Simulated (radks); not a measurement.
Results of a calculation; reference values are marked as such.
Numerical settings for the ruthenium ion Ru+, [Kr] 4d7. Code: a radial shooting solver on a logarithmic mesh with Libxc functionals. Model: Dirac Kohn-Sham, PBE, spin-unpolarised, spherical densities, point nucleus; open shells fill j = l - 1/2 first. The defaults (mesh step 0.008 in ln r, mesh end at 40 bohr or more with all orbitals vanishing there, Anderson mixing 0.5 over 9 steps, residual threshold near 1e-9 with the energy settled to 1e-9 hartree or 1e-11 of itself, here a cap of 60 iterations) give E = -4531.2866 hartree and 4d5/2 at -12.364 eV in 14 iterations. Times are rough (one thread of a shared host). Changes against that run (0 stands for a change within the tolerance of the run):

setting,iterations,converged,E (mhartree),e(4d5/2) (meV),CPU (s)
mesh step in ln r 0.08,2,no,diverged,-,0.01
mesh step in ln r 0.03,14,yes,+0.00037,0,0.05
mesh step in ln r 0.012,14,yes,0,0,0.09
mesh end (bohr) 8,14,yes,+0.157,+12.4,0.12
mesh end (bohr) 20,14,yes,0,0,0.13
residual threshold 0.1,9,yes,0,-1.24,0.1
residual threshold 1e-13,21,yes,0,0,0.17
mixing 0.01,20,yes,0,0,0.18
"linear mixing, mixing 0.2",60,no,0,-0.00665,0.4
"linear mixing, mixing 0.8",60,no,+341,+3.99e+03,0.68
mixing history 3,16,yes,0,0,0.14
iteration cap 2,2,no,+470,-1.31e+04,0.03

No run marked as converged misses the energy by more than 1 mhartree. A mesh that ends early acts as a hard wall.
